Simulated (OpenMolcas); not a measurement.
Ta3+ (d2) on a cation site of an ionic host was computed by SS-CASPT2, IPEA 0.25 Eh, imaginary shift 0.1 Eh with the d shell active (OpenMolcas, ANO-RCC-VDZP on the metal). Its lowest spin-free states, and all those of the highest spin:

```tsv
2S+1	Degeneracy	E (cm-1)
3	3	0
1	3	8190
1	2	8210
1	1	19060
3	3	28500
3	3	35370
1	3	37230
1	3	39680
3	1	58670
1	2	66750
1	1	76270
```

Problem. Is the site octahedral, tetrahedral or cube-like, axial, or of lower symmetry?

Solution. The states with 2S+1 = 3 have orbital degeneracies 3, 3, 3, 1. Threefold states need a cubic site. For d2 at this spin an octahedron puts the threefold T1 below the threefold T2 and a tetrahedron or cube puts the single A2 below the threefold T2, so the site is octahedral. The run had Ta3+ with its 6 nearest fluoride ions at 2.082 Å, on the Y site of Cs2NaYF6 (a = 9.075 Å, distance in the model lattice 2.178 Å). The rest of the host is ab initio model potentials to 7.6 Å, with orthogonalisation functions on the cations behind the ligands, and point charges beyond; the distance is set by hand and nothing relaxes. Ligand basis ANO-RCC-VDZP.

Roots that are degenerate in the reference are averaged as groups; the widest CASPT2 spread within a group is 43 cm-1 (the 3-fold group of multiplicity 1 near 8190 cm-1 above the lowest state of its run). Shifts and gaps below about the spread of the groups concerned are not significant. Over all roots computed the reference weight is 0.72 to 0.73; a low but even weight reflects the number of correlated electrons. An orbital triplet at a regular site is open to Jahn-Teller coupling, which can distort the site and quench the lowest spin-orbit gaps and is left out. The least metal-like active orbital is 81 % on the metal (Löwdin) and no ligand orbital is active, so the numbers are rough. Ligand-to-metal charge-transfer states are missing. With no ligand orbital active B as a rule stays too high, so bands that hang on it stand too high and its fall with covalency is understated. With one d shell and no ligand orbital active, 10Dq can be off by a tenth or more. No measured value stands beside these numbers; the geometry was set by hand and not optimised.
